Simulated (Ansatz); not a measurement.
SeS4⁺, relaxed as a doublet with UKS PBE-D4/def2-SVP in Ansatz, starting from the GFN1-xTB geometry. Force threshold 0.02 eV/Å.

The relaxation made no stability test and no search for a lower SCF solution. Another isomer (doublet) lies 1.65 eV lower at PBE0-D4/def2-TZVP; other spin states weren't run for this one.

Start:

Cartesian coordinates in Å:
```
S 0.016 -0.704 -0.642
S 0.980 -0.312 1.256
S -1.373 0.862 -0.093
S -0.718 0.648 1.818
Se 1.095 -0.494 -2.339
```

**Question.** Estimate the energy that the relaxation releases and the steps that it takes.

**Answer.** 14.3 kcal/mol, in 12 steps; 16 s on 4 threads of Arm Neoverse V1 on a shared host. No frequencies were taken in this run, so the end may be a saddle point.

**Question.** Does the start keep its bonding and symmetry?

**Answer.** By distances, no bond broke or formed. The bond that changes most is S1–S3, from 2.16 to 2.59 Å (atoms count from 1). Point group Cs at the start, Cs at the end, both within 0.05 Å.

**Question.** Predict the relaxed structure.

**Answer.** 
Cartesian coordinates in Å:
```
S 0.020 -0.900 -0.820
S 1.067 -0.207 1.448
S -1.469 1.059 -0.006
S -0.765 0.580 1.840
Se 1.147 -0.532 -2.462
```
Bond lengths: 2 × S–S 2.03 Å; 1 × S–Se 2.03 Å.
